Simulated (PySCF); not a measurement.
## Radial density of Ca (calcium, neutral)

BP86, [Ar] 4s1 4p1, high-spin 3P determinant (an excited configuration). All numbers are calculated (PySCF 2.14, scalar relativity by spin-free X2C-1e, in x2c-QZVPPall).

| r (bohr) | 4πr²ρ (e/bohr) | 4πr²(ρα − ρβ) |
| --- | --- | --- |
| 0.00130 | 0.1352 | 0.0001 |
| 0.00218 | 0.3529 | 0.0001 |
| 0.00367 | 0.9022 | 0.0004 |
| 0.00617 | 2.221 | 0.0009 |
| 0.0104 | 5.134 | 0.0020 |
| 0.0175 | 10.65 | 0.0041 |
| 0.0294 | 18.38 | 0.0067 |
| 0.0494 | 23.50 | 0.0070 |
| 0.0831 | 20.11 | 0.0038 |
| 0.140 | 17.56 | 0.0118 |
| 0.235 | 24.41 | 0.0296 |
| 0.395 | 16.04 | 0.0019 |
| 0.665 | 5.970 | 0.0573 |
| 1.12 | 7.509 | 0.0490 |
| 1.88 | 2.183 | 0.0840 |
| 3.16 | 0.5754 | 0.5021 |
| 5.32 | 0.3249 | 0.3247 |
| 8.95 | 0.02990 | 0.0299 |
| 15.1 | 0.0001676 | 0.0002 |

Densities and radii are taken from the X2C orbitals without a picture-change correction, which distorts them close to the nucleus.
